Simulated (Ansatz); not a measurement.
**ClFGeHSi2: which of two structures lies lower**

Structure X is `F[Si]1[GeH]=[Si]1Cl`, a doublet and structure Y is a doublet given by its coordinates. Both are isolated molecules in the gas phase, relaxed with r2SCAN-D4/def2-SVP.

X (Å):

```yaml
atoms:
  - { symbol: Cl, position_ang: [-0.8463, -2.9606, -2.1138] }
  - { symbol: F, position_ang: [-4.8242, -0.7015, 0.0442] }
  - { symbol: Ge, position_ang: [-1.9172, 0.8831, -1.3164] }
  - { symbol: Si, position_ang: [-3.2222, -0.4064, 0.2558] }
  - { symbol: Si, position_ang: [-1.6620, -1.3041, -1.1848] }
  - { symbol: H, position_ang: [-1.7403, 2.0908, -2.2574] }
```

Y (Å):

```
atom    x (Å)    y (Å)    z (Å)
  Cl   0.4351  -1.6837  -1.5720
   F  -4.4365  -1.7109   0.3157
  Ge  -0.9181  -0.2710  -0.5282
  Si  -3.2222  -0.7450  -0.1661
  Si  -2.8021   0.6648  -1.7544
   H  -3.2692   1.3245  -3.0159
```

Close contacts (Å): Cl1–Ge3 2.22, F2–Si4 1.62, Ge3–Si4 2.38, Ge3–Si5 2.43, Si4–Si5 2.16, Si5–H6 1.50.

Problem. Estimate E(Y) − E(X) at the level CCSD(T)/def2-SVP.

Solution. Calculated at CCSD(T)/def2-SVP: E(Y) − E(X) = +2.1 kcal/mol, so structure X lies lower.

The same difference at several levels:

| level | geometry | E(Y) − E(X) (kcal/mol) | departure from the last row (kcal/mol) | job, with rough time for the two |
| --- | --- | --- | --- | --- |
| r2SCAN-D4/def2-SVP | r2SCAN-D4/def2-SVP | +1.0 | −1.1 | optimisation, 20 s |
| HF/def2-SVP | r2SCAN-D4/def2-SVP | +2.4 | +0.3 | part of the CCSD(T) run |
| MP2/def2-SVP | r2SCAN-D4/def2-SVP | +2.4 | +0.3 | part of the CCSD(T) run |
| CCSD(T)/def2-SVP | r2SCAN-D4/def2-SVP | +2.1 |  | single point, 38 s |

None of the levels shown reverses the order. The largest departure from CCSD(T)/def2-SVP is that of r2SCAN-D4/def2-SVP, 1.1 kcal/mol. Levels run at GFN2-xTB geometries aren't shown.

With harmonic frequencies from r2SCAN-D4/def2-SVP (ideal gas, rigid rotor, one conformer each, 400 K, 1 atm): on the last row, ΔE + ΔZPE = +2.0 kcal/mol. A mode under 50 cm⁻¹ makes harmonic enthalpies and free energies unreliable, so none is given.

Open shells are spin-unrestricted, with notable spin contamination under HF/def2-SVP, MP2/def2-SVP, CCSD(T)/def2-SVP. The correlated steps freeze 25 core orbitals; the filled d shell of Ge is correlated, in a basis made for valence electrons. Programs: Ansatz 0.2.0; the last row on 2 threads of Intel(R) Xeon(R) 6975P-C (Granite Rapids) on a shared host.
